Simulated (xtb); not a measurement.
C2H9ClOSi2, SMILES OCC[Si@H]([SiH3])Cl. All values are semi-empirical tight-binding results from xtb (GFN2-xTB unless named), good for trends rather than for accurate numbers. The structure is a stationary point at GFN2-xTB. The structure was generated by enumeration; whether it is a known compound was not checked. The values are those of a single conformer.

Computed properties:
```json
{
 "orbital_gap": "4.32 eV",
 "dipole_moment": "3.29 D",
 "zero_point_energy": "64.3 kcal/mol",
 "G − E(el) at 298.15 K (modified RRHO)": "41.4 kcal/mol",
 "static polarisability (D4 model)": "100.4 bohr³",
 "solvation energy, GFN2-xTB/ALPB(water)": "-5.6 kcal/mol",
 "solvation energy, GFN2-xTB/ALPB(ch2cl2)": "-6.6 kcal/mol"
}
```
